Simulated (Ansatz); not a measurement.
C₂H₆BClO (`CCOBCl`), 11 atoms. The species carries charge 0 and has multiplicity 1. All runs use 4 threads of an INTEL XEON PLATINUM 8581C on a shared host. Correlated methods freeze the cores.

(1) Give the basis size and wall time and peak host memory of each of these runs in Ansatz. RKS PBE0-D4/def2-SVP energy; RHF-MP2/def2-QZVPP energy; RKS B97M-V/def2-TZVPP energy; RKS PBE0-D4/def2-QZVPP energy; RKS ωB97X-V/def2-TZVPP energy; direct RPA on PBE orbitals/def2-TZVPP energy; RKS ωB97M-V/def2-SVP energy; RKS PBE0-D4/def2-TZVP relaxation (11 steps); RKS PBE0-D4/def2-TZVP frequencies; RKS revPBE-D4/def2-TZVPP energy; RHF-CCSD(T)/def2-SVP energy; RKS ωB97M-V/def2-QZVPP energy. (An estimate is asked.)

Results:

(1) Computed: Other jobs shared the machine, so times are rough.

```
                                level                    job  functions  wall time  peak host memory (GiB)
                 RKS PBE0-D4/def2-SVP                 energy        104     0.45 s                    0.23
             RKS revPBE-D4/def2-TZVPP                 energy        250     0.95 s                    0.32
                 RKS ωB97M-V/def2-SVP                 energy        104      1.4 s                    0.32
                 RHF-CCSD(T)/def2-SVP                 energy        104      2.1 s                    0.49
direct RPA on PBE orbitals/def2-TZVPP                 energy        250      2.4 s                    0.61
               RKS ωB97X-V/def2-TZVPP                 energy        250      3.1 s                    0.73
                RKS B97M-V/def2-TZVPP                 energy        250      3.2 s                    0.41
               RKS PBE0-D4/def2-QZVPP                 energy        478      3.8 s                     1.6
               RKS ωB97M-V/def2-QZVPP                 energy        478        7 s                       2
                   RHF-MP2/def2-QZVPP                 energy        478       17 s                       3
                RKS PBE0-D4/def2-TZVP  relaxation (11 steps)        197       17 s                    0.49
                RKS PBE0-D4/def2-TZVP            frequencies        197       70 s                    0.51
```
